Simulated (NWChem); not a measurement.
The numbers come from NWChem runs, not from measurements. System: CH8OSi2, charge 0, spin multiplicity 1, at a geometry optimised with PBE0/def2-SVP. The structure started from a generated list of species. Level: MP2/def2-TZVP, 12 core orbitals frozen.

The NWChem input:

```
start mol
memory heap 200 mb stack 800 mb global 1000 mb
geometry units angstroms nocenter noautoz noautosym
  Si     1.592508     0.617311     0.959046
  O      0.544620     0.314463    -0.281059
  Si    -0.702067    -0.563646    -0.939850
  C     -2.261945    -0.384240     0.074811
  H      2.483129    -0.560674     1.193796
  H      2.426171     1.801455     0.604781
  H      0.843654     0.907055     2.221334
  H     -0.922712    -0.053641    -2.325090
  H     -0.302590    -2.004935    -1.010889
  H     -3.084604    -0.946967    -0.395394
  H     -2.125337    -0.774395     1.095390
  H     -2.569183     0.670532     0.146928
end
basis spherical
  * library def2-tzvp
end
scf
  rhf
  nopen 0
  maxiter 100
  thresh 1e-7
  semidirect memsize 60000000 filesize 0
end
mp2
  freeze core 12
end
task mp2 energy
```

Output (cleaned and shortened):

```
             Northwest Computational Chemistry Package (NWChem) 7.3.0
             --------------------------------------------------------

                                NWChem Input Module
                                -------------------

 Scaling coordinates for geometry "geometry" by  1.889725989
 (inverse scale =  0.529177249)

                             Geometry "geometry" -> ""
                             -------------------------

 Output coordinates in angstroms (scale by  1.889725989 to convert to a.u.)

  No.       Tag          Charge          X              Y              Z
 ---- ---------------- ---------- -------------- -------------- --------------
    1 Si                  14.0000     1.59250800     0.61731100     0.95904600
    2 O                    8.0000     0.54462000     0.31446300    -0.28105900
    3 Si                  14.0000    -0.70206700    -0.56364600    -0.93985000
    4 C                    6.0000    -2.26194500    -0.38424000     0.07481100
    5 H                    1.0000     2.48312900    -0.56067400     1.19379600
    6 H                    1.0000     2.42617100     1.80145500     0.60478100
    7 H                    1.0000     0.84365400     0.90705500     2.22133400
    8 H                    1.0000    -0.92271200    -0.05364100    -2.32509000
    9 H                    1.0000    -0.30259000    -2.00493500    -1.01088900
   10 H                    1.0000    -3.08460400    -0.94696700    -0.39539400
   11 H                    1.0000    -2.12533700    -0.77439500     1.09539000
   12 H                    1.0000    -2.56918300     0.67053200     0.14692800

 Effective nuclear repulsion energy (a.u.)     224.8846368956

            Nuclear Dipole moment (a.u.)
            ----------------------------
        X                 Y               Z
 ---------------- ---------------- ----------------
    -0.0000151178     0.0000075589    -0.0000113384


 Summary of "ao basis" -> "" (spherical)
 ------------------------------------------------------------------------------
       Tag                 Description            Shells   Functions and Types
 ---------------- ------------------------------  ------  ---------------------
 *                         def2-tzvp                  on all atoms

 Summary of "ao basis" -> "ao basis" (spherical)
 ------------------------------------------------------------------------------
       Tag                 Description            Shells   Functions and Types
 ---------------- ------------------------------  ------  ---------------------
 Si                        def2-tzvp                13       37   5s5p2d1f
 O                         def2-tzvp                11       31   5s3p2d1f
 C                         def2-tzvp                11       31   5s3p2d1f
 H                         def2-tzvp                 4        6   3s1p

                                 NWChem SCF Module
                                 -----------------

  ao basis        = "ao basis"
  functions       =   184
  atoms           =    12
  closed shells   =    25
  open shells     =     0
  charge          =   0.00
  wavefunction    = RHF
  use symmetry    = F
  symmetry adapt  = F

 Summary of "ao basis" -> "ao basis" (spherical)
 ------------------------------------------------------------------------------
       Tag                 Description            Shells   Functions and Types
 ---------------- ------------------------------  ------  ---------------------
 Si                        def2-tzvp                13       37   5s5p2d1f
 O                         def2-tzvp                11       31   5s3p2d1f
 C                         def2-tzvp                11       31   5s3p2d1f
 H                         def2-tzvp                 4        6   3s1p

 Forming initial guess at       0.2s

      Superposition of Atomic Density Guess
      -------------------------------------

 Sum of atomic energies:        -694.12493005

      Non-variational initial energy
      ------------------------------

 Total energy =    -695.791627
 1-e energy   =   -1405.630015
 2-e energy   =     484.953752
 HOMO         =      -0.376633
 LUMO         =       0.009905

 Starting SCF solution at       9.1s

 ----------------------------------------------
         Quadratically convergent ROHF

 Convergence threshold     :          1.000E-07
 Maximum no. of iterations :          100
 Final Fock-matrix accuracy:          1.000E-09
 ----------------------------------------------

              iter       energy          gnorm     gmax       time
             ----- ------------------- --------- --------- --------
                 1     -695.3456765420  1.11D+00  1.69D-01     16.2
                 2     -695.4149194440  3.80D-01  6.84D-02     28.9
                 3     -695.4281739913  1.91D-02  2.64D-03     44.6
                 4     -695.4282183993  1.47D-04  2.58D-05     70.6
                 5     -695.4282184014  9.88D-09  1.73D-09    111.9

       Final RHF  results
       ------------------

         Total SCF energy =   -695.428218401353
      One-electron energy =  -1409.649717315256
      Two-electron energy =    489.336862018342
 Nuclear repulsion energy =    224.884636895561

        Time for solution =    102.8s

             Final eigenvalues
             -----------------

              1
    1  -68.7976
    2  -68.7914
    3  -20.5505
    4  -11.2123
    5   -6.1420
    6   -6.1360
    7   -4.2491
    8   -4.2487
    9   -4.2487
   10   -4.2432
   11   -4.2427
   12   -4.2425
   13   -1.3238
   14   -0.9487
   15   -0.7744
   16   -0.6626
   17   -0.5925
   18   -0.5838
   19   -0.5700
   20   -0.5533
   21   -0.5446
   22   -0.4761
   23   -0.4729
   24   -0.4436
   25   -0.4369
   26    0.1149
   27    0.1288
   28    0.1549
   29    0.1639
   30    0.1722
   31    0.1790
   32    0.1976
   33    0.2073
   34    0.2230
   35    0.2253

                       ROHF Final Molecular Orbital Analysis
                       -------------------------------------

 Vector   23  Occ=2.000000D+00  E=-4.729007D-01
              MO Center=  5.3D-01,  9.7D-03,  8.4D-01, r^2= 5.4D+00
   Bfn.  Coefficient  Atom+Function         Bfn.  Coefficient  Atom+Function
  ----- ------------  ---------------      ----- ------------  ---------------
   150      0.199772   7 H  s                15     -0.170599   1 Si px
   138     -0.166588   5 H  s

 Vector   24  Occ=2.000000D+00  E=-4.436474D-01
              MO Center=  3.7D-01, -2.2D-01, -5.2D-01, r^2= 5.2D+00
   Bfn.  Coefficient  Atom+Function         Bfn.  Coefficient  Atom+Function
  ----- ------------  ---------------      ----- ------------  ---------------
    44      0.201431   2 O  py               47      0.189038   2 O  py
   156     -0.165553   8 H  s               162      0.165814   9 H  s
    84     -0.156270   3 Si py

 Vector   25  Occ=2.000000D+00  E=-4.369144D-01
              MO Center= -5.6D-01, -1.8D-01,  4.1D-03, r^2= 4.8D+00
   Bfn.  Coefficient  Atom+Function         Bfn.  Coefficient  Atom+Function
  ----- ------------  ---------------      ----- ------------  ---------------
   111      0.193503   4 C  px              114      0.184099   4 C  px
    43      0.155611   2 O  px

 Vector   26  Occ=0.000000D+00  E= 1.148596D-01
              MO Center=  9.6D-01,  4.0D-01,  7.2D-01, r^2= 7.5D+00
   Bfn.  Coefficient  Atom+Function         Bfn.  Coefficient  Atom+Function
  ----- ------------  ---------------      ----- ------------  ---------------
   110      1.268977   4 C  s                42      0.927463   2 O  s
    20      0.895284   1 Si pz               18      0.852908   1 Si px
   175     -0.665855  11 H  s               181     -0.623005  12 H  s
    73      0.544054   3 Si s               145     -0.439646   6 H  s
   169     -0.380577  10 H  s                19      0.335311   1 Si py

 Vector   27  Occ=0.000000D+00  E= 1.288359D-01
              MO Center= -1.3D+00, -6.1D-01, -5.1D-01, r^2= 8.9D+00
   Bfn.  Coefficient  Atom+Function         Bfn.  Coefficient  Atom+Function
  ----- ------------  ---------------      ----- ------------  ---------------
   110      5.351267   4 C  s                73     -1.769687   3 Si s
    86      1.683737   3 Si px              175     -1.386657  11 H  s
   181     -1.281054  12 H  s               169     -1.153940  10 H  s
    88     -0.811038   3 Si pz              117      0.457754   4 C  px
   109     -0.397454   4 C  s                83      0.394806   3 Si px

 Vector   28  Occ=0.000000D+00  E= 1.549029D-01
              MO Center= -1.7D-01, -7.4D-01, -3.7D-01, r^2= 1.1D+01
   Bfn.  Coefficient  Atom+Function         Bfn.  Coefficient  Atom+Function
  ----- ------------  ---------------      ----- ------------  ---------------
    88      1.774607   3 Si pz                5     -1.412800   1 Si s
    20      1.156909   1 Si pz              169     -1.045803  10 H  s
    86      0.934211   3 Si px               87      0.893042   3 Si py
    73      0.851546   3 Si s               157      0.832047   8 H  s
   117     -0.817208   4 C  px               49      0.768355   2 O  px

------------------------------------------------------------
EAF file 0: "./mol.aoints.0" size=524288 bytes
------------------------------------------------------------
               write      read    awrite     aread      wait
               -----      ----    ------     -----      ----
     calls:        1        19         0         0         0
   data(b): 5.24e+05  9.96e+06  0.00e+00  0.00e+00
   time(s): 0.00e+00  0.00e+00  0.00e+00  0.00e+00  0.00e+00
rate(mb/s): 0.00e+00  0.00e+00
------------------------------------------------------------

 center of mass
 --------------
 x =   0.06577690 y =   0.01953602 z =  -0.03117460

 moments of inertia (a.u.)
 ------------------
         356.107075483978        -210.731167722323        -228.872638543937
        -210.731167722323         899.102680614562        -121.005401843647
        -228.872638543937        -121.005401843647         781.007039795456

  Mulliken analysis of the total density
  --------------------------------------

    Atom       Charge   Shell Charges
 -----------   ------   -------------------------------------------------------
    1 Si  14    13.52   2.00  0.58  1.39  0.78  0.35  4.12  1.73  0.52  1.27  0.27  0.20  0.25  0.06
    2 O    8     8.61   0.79  1.18  0.53  0.96  0.27  1.88  2.19  0.79  0.00  0.01  0.00
    3 Si  14    13.40   2.00  0.58  1.39  0.76  0.35  4.12  1.73  0.52  1.19  0.20  0.22  0.26  0.07
    4 C    6     6.51   0.85  1.12  0.46  0.71  0.06  1.25  1.52  0.48  0.01  0.03  0.00
    5 H    1     1.06   0.24  0.57  0.25  0.01
    6 H    1     1.06   0.24  0.57  0.25  0.01
    7 H    1     1.07   0.24  0.57  0.25  0.01
    8 H    1     1.07   0.24  0.57  0.25  0.01
    9 H    1     1.07   0.24  0.57  0.26  0.01
   10 H    1     0.88   0.26  0.49  0.11  0.02
   11 H    1     0.88   0.26  0.49  0.11  0.02
   12 H    1     0.88   0.26  0.48  0.11  0.02

       Multipole analysis of the density wrt the origin
       ------------------------------------------------

     L   x y z        total         open         nuclear
     -   - - -        -----         ----         -------
     0   0 0 0     -0.000000      0.000000     50.000000

     1   1 0 0     -0.299772      0.000000     -0.000015
     1   0 1 0     -0.080337      0.000000      0.000008
     1   0 0 1      0.200014      0.000000     -0.000011

     2   2 0 0    -30.592204      0.000000    392.161648
     2   1 1 0      0.329910      0.000000    118.316184
     2   1 0 1      0.547866      0.000000    127.311766
     2   0 2 0    -32.019567      0.000000     77.887580
     2   0 1 1      0.123894      0.000000     67.980473
     2   0 0 2    -32.205905      0.000000    144.412884

                   NWChem MP2 Semi-direct Energy/Gradient Module
                   ---------------------------------------------

  Basis functions       =    184
  Molecular orbitals    =    184
  Frozen core           =     12
  Frozen virtuals       =      0
  Active alpha occupied =     13
  Active beta occupied  =     13
  Active alpha virtual  =    159
  Active beta virtual   =    159
  Use MO symmetry       = F
  Use skeleton AO sym   = F

  AO/Fock/Back tols     =   1.0D-09  1.0D-09  1.0D-09

 GA uses MA = F    GA memory limited = T

 Available:
  local mem=  1.15D+08
 global mem=  1.31D+08
 local disk=  0.00D+00
  mp2_memr nvloc                   159
  nvloc new                   159
   1 passes of  13:        5242880                     172374                 111427421.
   1 passes of  13: M    114678672           G      131004288           F     109435792.
  mp2_memr nvloc                   159
  nvloc new                   159
   2 passes of   7:        5242880                     124693                  60026092.
   2 passes of   7: M    114678672           G      131004288           F     109435792.

 Semi-direct pass number   1 of   2  for RHF alpha+beta  at      112.1s
  vrange nnbf                 15847
  mp2_eaftype                   228  avail_ma_in_mb                   999
 EAF : mp2_eaftype filesize         228   30013046.
  mp2_eaf for mointskh                    228
Node 0 wrote    141.1 Mb in      0.1 s     Agg I/O rate:  2207.7 Mb/s
 Done moints_semi at      136.6s
  mp2_eaftype                   228  avail_ma_in_mb                   771
 EAF : mp2_eaftype filesize         228   30013046.
  mp2_eaf for kh                   228
 Done maket at      137.1s
 Semi-direct pass number   2 of   2  for RHF alpha+beta  at      137.1s
  vrange nnbf                 15847
  mp2_eaftype                   228  avail_ma_in_mb                   771
 EAF : mp2_eaftype filesize         228   30013046.
  mp2_eaf for mointskh                    228
Node 0 wrote    120.9 Mb in      0.1 s     Agg I/O rate:  2272.8 Mb/s
 Done moints_semi at      156.4s
  mp2_eaftype                   228  avail_ma_in_mb                   771
 EAF : mp2_eaftype filesize         228   30013046.
  mp2_eaf for kh                   228
 Done maket at      156.9s
 Done multipass loop at      156.9s

          -------------------------------------------
          SCF energy                -695.428218401353
          Correlation energy          -0.641953809546
          Singlet pairs               -0.440502111320
          Triplet pairs               -0.201451698226
          Total MP2 energy          -696.070172210899
          -------------------------------------------

          ---------------------------------------------------
                    Spin Component Scaled (SCS) MP2
          Same spin pairs                     -0.134301132151
          Same spin scaling factor             0.333333333333
          Opposite spin pairs                 -0.507652677395
          Opposite spin scaling fact.          1.200000000000
          SCS-MP2 correlation energy          -0.653950256924
          Total SCS-MP2 energy              -696.082168658278
          ---------------------------------------------------

 -----------------------
 Performance information
 -----------------------

 Timer overhead =  1.92D-07 seconds/call

               Nr. of calls         CPU time (s)                 Wall time (s)                GFlops
             ---------------    -------------------     ------------------------------   -------------------
Name         Min   Avg   Max    Min     Avg     Max     Min     Avg     Max   Mx/calls   Min     Max     Sum
mp2: moin     2     2     2    44.     44.     44.      44.     44.     44.     22.      0.0     0.0     0.0
mp2: make     2     2     2   0.98    0.98    0.98     0.98    0.98    0.98    0.49      0.0     0.0     0.0
mp2: tota     1     1     1    45.     45.     45.      45.     45.     45.     45.      0.0     0.0     0.0

 The average no. of pstat calls per process was 5.00D+00
 with a timing overhead of 9.58D-07s

 Task  times  cpu:      156.8s     wall:      156.8s

 Total times  cpu:      156.9s     wall:      156.9s
```
